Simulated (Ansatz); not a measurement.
Cost against result

The pair of Li⁺ (SMILES [Li+], atom 1) and SiNH5 (SMILES [SiH3]N, atoms 2–8), both closed shells, in one local arrangement (a lower one may exist), relaxed at PBE0-D4/def2-TZVP:

Li1  (-0.782, -0.073, -2.242)
Si2  (-0.159, 0.423, 0.821)
N3  (0.297, -0.494, -0.668)
H4  (-0.001, 1.845, 0.443)
H5  (-1.581, 0.078, 1.047)
H6  (0.702, 0.043, 1.959)
H7  (0.243, -1.494, -0.481)
H8  (1.281, -0.329, -0.880)
(Å)

Interaction energies are counterpoise-corrected; the time is that of the whole pair.

Ansatz 0.2.0; basis: as named in each row; cores frozen in the correlated methods. The outer core shell of Li, Na, Mg and K is correlated. B3LYP uses VWN-RPA correlation. Extrapolation: Hartree–Fock as exp(−7.88 √X), correlation as X^−2.97.

Times are rough, for one single point on 2 threads of a shared host (Arm Neoverse V1).

The estimate by CCSD(T) at an estimated basis limit (MP2 extrapolated from triple and quadruple zeta, plus CCSD(T) − MP2 in triple zeta) is -161.8 kJ/mol.

```csv
method,basis,time (s),interaction energy (kJ/mol),method less estimate
HF,STO-3G,under 1,-237.5,-75.7
PBE-D4,STO-3G,under 1,-249.4,-87.6
SPW92,def2-SVP,under 1,-178.9,-17.1
B3LYP-D4,6-31G,under 1,-210.0,-48.2
PBE-D4,def2-SVP,under 1,-170.6,-8.8
PBE0-D4,def2-SVP,under 1,-173.3,-11.5
CCSD(T),def2-SVP,under 1,-159.9,1.9
PBE-D4,def2-TZVPPD,2,-164.4,-2.6
revPBE-D4,def2-TZVPPD,2,-159.9,1.9
BLYP-D4,def2-TZVPPD,3,-164.8,-3.0
PBE0-D4,def2-TZVPPD,3,-168.0,-6.2
B3LYP-D4,def2-TZVPPD,3,-168.9,-7.1
HSE06-D4,def2-TZVPPD,3,-167.9,-6.1
wB97M-V,def2-SVP,4,-171.2,-9.4
r2SCAN-D4,def2-TZVPPD,4,-156.7,5.1
B2PLYP,def2-TZVPPD,5,-165.2,-3.4
wB97X-V,def2-TZVPPD,8,-165.4,-3.6
wB97M-V,def2-TZVPPD,10,-164.6,-2.8
B97M-V,def2-TZVPPD,10,-156.3,5.5
MP2,def2-QZVPPD,13,-160.7,1.1
CCSD(T),def2-TZVPPD,30,-158.5,3.3
```

No T1 diagnostic of these runs exceeds 0.011.
